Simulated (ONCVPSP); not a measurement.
## Transferability test, ONCV potential for F

- Element: F (Z = 9)
- Generator: ONCVPSP 4.0.1
- Type: optimised norm-conserving Vanderbilt (ONCV)
- Functional: LDA (Perdew-Zunger)
- Relativity: scalar-relativistic
- Frozen core: [He]
- Valence charge: 7
- Reference configuration: 2s2 2p5
- Partial waves: 2s: rc 0.85 bohr, ncon 3, nbas 6, qcut 7.8 1/bohr, local; 2p: rc 1.35 bohr, ncon 4, nbas 8, qcut 10.2 1/bohr, 3 projectors, debl 3.7 Ha; d scattering state at 0.18 Ha: rc 1.35 bohr, ncon 3, nbas 6, qcut 6 1/bohr, 2 projectors, debl 2.4 Ha
- Local potential: the s channel
- Core correction: Teter function, fcfact 2, rcfact 1.2

Energies are relative to the spin-unpolarised reference configuration 2s2 2p5; without spin polarisation the order of configurations can differ from experiment.

| valence configuration | charge | ΔE all-electron (eV) | error AE − PS (meV) |
| --- | --- | --- | --- |
| 2s2 2p4 | +1 | 19.555 | +30 |
| 2s2 2p3 | +2 | 58.067 | +236 |
| 2s2 2p2 | +3 | 118.799 | +901 |

**Question.** What are ΔE and the potential's error for 2s1 2p5?

**Answer.** ΔE = 38.211 eV all-electron; the error (AE − PS) is -24 meV.

Levels in the configuration 2s1 2p5:

```csv
level,all-electron (eV),pseudo (eV)
2s,-47.247,-47.309
2p,-28.553,-28.600
```
